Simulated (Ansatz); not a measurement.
`O=[CH][Ga]([OH])[OH]` and `[OH][Ga]([OH])[Cl]` differ in one atom or group.

Ansatz, PBE0-D4/def2-TZVP geometries, multiplicity 1. Each molecule was computed in one conformer, which needn't be the lowest.

Scalar relativity is left out up to krypton.

```csv
property,`O=[CH][Ga]([OH])[OH]`
size of the dipole moment (PBE/def2-TZVPP) / D,0.34
"ideal-gas entropy at 298 K and 1 bar (rigid rotor, harmonic PBE0-D4/def2-TZVP) / J/(mol·K)",359
HOMO energy (B3LYP/def2-TZVPP) / eV,-7.02
LUMO energy (B3LYP/def2-TZVPP) / eV,-2.53
HOMO–LUMO gap (PBE0/def2-TZVPP) / eV,4.95
LUMO energy (PBE/def2-TZVPP) / eV,-3.30
```

Task: What does the change do to each property? (Best estimate.)

Result: Computed: 
```json
{"property": "size of the dipole moment (PBE/def2-TZVPP) / D", "`[OH][Ga]([OH])[Cl]`": "1.57", "shift": "1.23"}
{"property": "ideal-gas entropy at 298 K and 1 bar (rigid rotor, harmonic PBE0-D4/def2-TZVP) / J/(mol·K)", "`[OH][Ga]([OH])[Cl]`": "330", "shift": "-29"}
{"property": "HOMO energy (B3LYP/def2-TZVPP) / eV", "`[OH][Ga]([OH])[Cl]`": "-8.96", "shift": "-1.94"}
{"property": "LUMO energy (B3LYP/def2-TZVPP) / eV", "`[OH][Ga]([OH])[Cl]`": "-1.57", "shift": "0.96"}
{"property": "HOMO–LUMO gap (PBE0/def2-TZVPP) / eV", "`[OH][Ga]([OH])[Cl]`": "8.04", "shift": "3.09"}
{"property": "LUMO energy (PBE/def2-TZVPP) / eV", "`[OH][Ga]([OH])[Cl]`": "-2.16", "shift": "1.14"}
```

With PBE0 the HOMO falls by 2.04 eV and the LUMO rises by 1.05 eV, so the gap widens by about 3.09 eV. PBE moves the HOMO by -1.72 eV and ωB97M-V by -2.10 eV. The zero-point energy changes by -43.3 kJ/mol with -6 modes. Dipoles are sizes alone; their direction can turn.

B3LYP here is the variant with VWN-RPA as its local correlation; programs differ in this.
